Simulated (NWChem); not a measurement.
System: SiHOICl2; SMILES O[Si](Cl)(Cl)I

Here is an NWChem input.

```
start job
memory heap 200 mb stack 900 mb global 1100 mb
geometry units angstroms noautosym nocenter noautoz
  O     -1.989697     0.921462     0.000000
  Si    -0.335470     0.817912     0.000000
  Cl     0.465313     1.747317     1.664483
  Cl     0.465313     1.747317    -1.664483
  I      0.196009    -1.553673     0.000000
  H     -2.348774     1.828741     0.000000
end
basis spherical
  * library sto-3g
end
dft
  xc b3lyp
  iterations 150
end
property
  response 1 0.0773
end
task dft property
```

Parts of the log:

```
             Northwest Computational Chemistry Package (NWChem) 7.3.0
             --------------------------------------------------------

                             Geometry "geometry" -> ""
                             -------------------------

 Output coordinates in angstroms (scale by  1.889725989 to convert to a.u.)

  No.       Tag          Charge          X              Y              Z
 ---- ---------------- ---------- -------------- -------------- --------------
    1 O                    8.0000    -1.98969700     0.92146200     0.00000000
    2 Si                  14.0000    -0.33547000     0.81791200     0.00000000
    3 Cl                  17.0000     0.46531300     1.74731700     1.66448300
    4 Cl                  17.0000     0.46531300     1.74731700    -1.66448300
    5 I                   53.0000     0.19600900    -1.55367300     0.00000000
    6 H                    1.0000    -2.34877400     1.82874100     0.00000000

 Effective nuclear repulsion energy (a.u.)     756.7840405282

                              NWChem Property Module
                              ----------------------

                                 NWChem DFT Module
                                 -----------------

 Summary of "ao basis" -> "ao basis" (spherical)
 ------------------------------------------------------------------------------
       Tag                 Description            Shells   Functions and Types
 ---------------- ------------------------------  ------  ---------------------
 O                           sto-3g                  3        5   2s1p
 Si                          sto-3g                  5        9   3s2p
 Cl                          sto-3g                  5        9   3s2p
 I                           sto-3g                 11       27   5s4p2d
 H                           sto-3g                  1        1   1s

            General Information
            -------------------
          SCF calculation type: DFT
          Wavefunction type:  closed shell.
          No. of atoms     :     6
          No. of electrons :   110
           Alpha electrons :    55
            Beta electrons :    55
          Charge           :     0
          Spin multiplicity:     1
          Use of symmetry is: off; symmetry adaption is: off
          Maximum number of iterations: 150
          AO basis - number of functions:    60
                     number of shells:    30
          Convergence on energy requested:  1.00D-06
          Convergence on density requested:  1.00D-05
          Convergence on gradient requested:  5.00D-04

              XC Information
              --------------
                         B3LYP Method XC Potential
                     Hartree-Fock (Exact) Exchange  0.200
                        Slater Exchange Functional  0.800 local
                    Becke 1988 Exchange Functional  0.720 non-local
              Lee-Yang-Parr Correlation Functional  0.810
                  VWN I RPA Correlation Functional  0.190 local

             Grid Information
             ----------------
          Grid used for XC integration:  medium
          Radial quadrature: Mura-Knowles
          Angular quadrature: Lebedev.
          Tag              B.-S. Rad. Rad. Pts. Rad. Cut. Ang. Pts.
          ---              ---------- --------- --------- ---------
          O                   0.60       49           8.0       434
          Si                  1.10       88           7.0       590
          Cl                  1.00       88          10.0       590
          I                   1.40      123          11.0       590
          H                   0.35       45          10.0       434
          Grid pruning is: on
          Number of quadrature shells:   481
          Spatial weights used:  Erf1

      Superposition of Atomic Density Guess
      -------------------------------------

 Sum of atomic energies:       -8119.48232834

      Non-variational initial energy
      ------------------------------

 Total energy =   -8119.629761
 1-e energy   =  -12716.784950
 2-e energy   =    3840.371148
 HOMO         =      -0.240879
 LUMO         =       0.201091

   convergence    iter        energy       DeltaE   RMS-Dens  Diis-err
 ---------------- ----- ----------------- --------- --------- ---------
 d= 0,ls=0.0,diis     1  -8124.0545058935 -8.88D+03  4.90D-02  8.87D-01
 d= 0,ls=0.0,diis     2  -8123.9831798452  7.13D-02  2.72D-02  1.58D+00
 d= 0,ls=0.0,diis     3  -8124.2601452380 -2.77D-01  5.59D-03  2.47D-02
 d= 0,ls=0.0,diis     4  -8124.2643679366 -4.22D-03  1.66D-03  5.98D-03
 d= 0,ls=0.0,diis     5  -8124.2655111621 -1.14D-03  2.00D-04  1.78D-05
  Resetting Diis
 d= 0,ls=0.0,diis     6  -8124.2655170730 -5.91D-06  3.23D-05  4.29D-07
 d= 0,ls=0.0,diis     7  -8124.2655172456 -1.73D-07  3.33D-06  3.40D-09

         Total DFT energy =    -8124.265517245638
      One electron energy =   -12711.243572672034
           Coulomb energy =     4093.156310661090
    Exchange-Corr. energy =     -262.962295762912
 Nuclear repulsion energy =      756.784040528218

 Numeric. integr. density =      109.999998922719

                       DFT Final Molecular Orbital Analysis
                       ------------------------------------

 Vector   53  Occ=2.000000D+00  E=-2.375635D-01
              MO Center= -1.4D+00,  1.1D+00, -2.7D-07, r^2= 2.4D+00
   Bfn.  Coefficient  Atom+Function         Bfn.  Coefficient  Atom+Function
  ----- ------------  ---------------      ----- ------------  ---------------
     5      0.876993  1 O  pz                21      0.288176  3 Cl px
    30     -0.288177  4 Cl px                22      0.172462  3 Cl py
    31     -0.172462  4 Cl py                14      0.115811  2 Si pz
    49      0.115953  5 I  pz                17     -0.078591  3 Cl px
    23      0.078903  3 Cl pz                26      0.078592  4 Cl px

 Vector   54  Occ=2.000000D+00  E=-2.102850D-01
              MO Center=  1.8D-01, -1.4D+00,  3.6D-09, r^2= 2.1D+00
   Bfn.  Coefficient  Atom+Function         Bfn.  Coefficient  Atom+Function
  ----- ------------  ---------------      ----- ------------  ---------------
    47      0.991584  5 I  px                43     -0.324456  5 I  px
    48      0.246336  5 I  py                39      0.132620  5 I  px
    22      0.089812  3 Cl py                31      0.089812  4 Cl py
    44     -0.080627  5 I  py                 3      0.077005  1 O  px
    23      0.072815  3 Cl pz                32     -0.072815  4 Cl pz

 Vector   55  Occ=2.000000D+00  E=-2.086804D-01
              MO Center=  1.4D-01, -1.4D+00, -4.7D-08, r^2= 2.4D+00
   Bfn.  Coefficient  Atom+Function         Bfn.  Coefficient  Atom+Function
  ----- ------------  ---------------      ----- ------------  ---------------
    49      1.007234  5 I  pz                45     -0.329377  5 I  pz
     5     -0.179218  1 O  pz                22      0.142543  3 Cl py
    31     -0.142543  4 Cl py                41      0.134633  5 I  pz
    37     -0.053173  5 I  pz                18     -0.038896  3 Cl py
    27      0.038896  4 Cl py                14      0.034817  2 Si pz

 Vector   56  Occ=0.000000D+00  E= 3.377622D-02
              MO Center=  7.6D-02,  3.0D-01,  3.5D-08, r^2= 3.7D+00
   Bfn.  Coefficient  Atom+Function         Bfn.  Coefficient  Atom+Function
  ----- ------------  ---------------      ----- ------------  ---------------
    11      1.008322  2 Si s                 48     -0.728290  5 I  py
    23      0.400515  3 Cl pz                32     -0.400515  4 Cl pz
    12      0.302422  2 Si px                46     -0.282404  5 I  s
    22      0.266364  3 Cl py                31      0.266364  4 Cl py
     3     -0.236260  1 O  px                 7     -0.237153  2 Si s

 Vector   57  Occ=0.000000D+00  E= 1.436886D-01
              MO Center= -2.5D-01,  8.9D-01,  7.0D-08, r^2= 2.9D+00
   Bfn.  Coefficient  Atom+Function         Bfn.  Coefficient  Atom+Function
  ----- ------------  ---------------      ----- ------------  ---------------
    13      1.082114  2 Si py                48      0.486011  5 I  py
    23      0.414273  3 Cl pz                32     -0.414273  4 Cl pz
     9     -0.327747  2 Si py                46      0.254264  5 I  s
    11      0.237958  2 Si s                 20     -0.219232  3 Cl s
    29     -0.219232  4 Cl s                 60     -0.217539  6 H  s

 Vector   58  Occ=0.000000D+00  E= 1.646496D-01
              MO Center= -3.0D-01,  9.1D-01, -1.6D-07, r^2= 2.4D+00
   Bfn.  Coefficient  Atom+Function         Bfn.  Coefficient  Atom+Function
  ----- ------------  ---------------      ----- ------------  ---------------
    14      1.128523  2 Si pz                10     -0.340459  2 Si pz
     5     -0.336288  1 O  pz                23      0.328599  3 Cl pz
    32      0.328599  4 Cl pz                22      0.308215  3 Cl py
    31     -0.308215  4 Cl py                20     -0.283748  3 Cl s
    29      0.283749  4 Cl s                 21      0.262287  3 Cl px

     Multipole analysis of the density
     ---------------------------------

     L   x y z        total         alpha         beta         nuclear
     -   - - -        -----         -----         ----         -------
     0   0 0 0     -0.000000    -55.000000    -55.000000    110.000000

[...]

 DFT Linear Response polarizability / au
 Frequency  =       0.0773000 / au
 Wavelength =     589.4353558 / nm
              X              Y              Z
 -----------------------------------------------
 X      21.6258102     -2.9932610      0.0000001
 Y      -2.9932371     50.3800218     -0.0000003
 Z       0.0000001     -0.0000003     29.0729611
 -----------------------------------------------
 Eigenvalues =      21.3175224     50.6883095     29.0729611
 Isotropic   =      33.6929310
 Anisotropic =      26.3629782
 -----------------------------------------------

 Magnetic Dipole Response Matrix (nonzero elements):

 Exiting AOResponse driver routine
```

Level: B3LYP/STO-3G, non-relativistic. STO-3G and 3-21G are far too small for this property and stand as cheap habits. Geometry: optimised at PBE-D3(BJ)/def2-SVP (def2 core potentials past Kr).
